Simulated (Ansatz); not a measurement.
Energy needed to pull apart CH4AlBSi (SMILES B[Si]1=[CH][AlH]1), closed shell, into free ground-state atoms, from the structure below (at a frame of a short PBE0-D4/def2-SVP trajectory); no zero-point or spin–orbit terms; open-shell atoms are treated unrestricted, in their ground-state multiplicity.

```xyz
8
angstrom
B -0.4834 2.0942 -0.2828
Si 0.1909 0.2507 -0.0332
C 1.0357 -0.9961 0.7567
Al 0.0067 -2.0536 -0.3196
H -1.6731 2.3239 -0.3206
H 0.3348 2.7710 -0.7887
H 1.7433 -0.9860 1.5898
H -0.6652 -3.3501 -1.0218
```

Computed with Ansatz 0.2.0 (basis: def2-TZVPP); correlated methods freeze the cores.

```csv
method,atomization energy (kcal/mol)
PBE-D4,?
r2SCAN-D4,600.8
PBE0-D4,594.5
wB97M-V,590.9
HF,426.9
MP2,?
CCSD,559.8
CCSD(T),572.3
```

Question: What does PBE-D4 give? (An estimate is asked for; the value comes from the calculation.)

Answer: Computed: 604.7 kcal/mol, which is about 32.4 kcal/mol more than CCSD(T)/def2-TZVPP.

Question: What does MP2 give? (An estimate is asked for; the value comes from the calculation.)

Answer: The calculation gives: 581.2 kcal/mol, which is about 8.9 kcal/mol more than CCSD(T)/def2-TZVPP.

In triple zeta the MP2 and coupled-cluster atomization energies are still short of their basis limit by a few kcal/mol a bond, whereas those of the functionals are nearly converged, so these differences are not deviations from converged CCSD(T).

T1 diagnostic: at most 0.025. The restricted Hartree–Fock reference is unstable towards an unrestricted one here.

For scale, one of the runs: CCSD(T)/def2-TZVPP forces, 202 basis functions, launched by `ansatz run in.yaml --threads 2 --pin off --events-out ev --progress --plain --max-ram 3481MiB`. Time: 7.2 min of wall clock on 2 CPU threads of an Arm Neoverse V2; the host was shared. Peak host memory: 2.3 GiB.
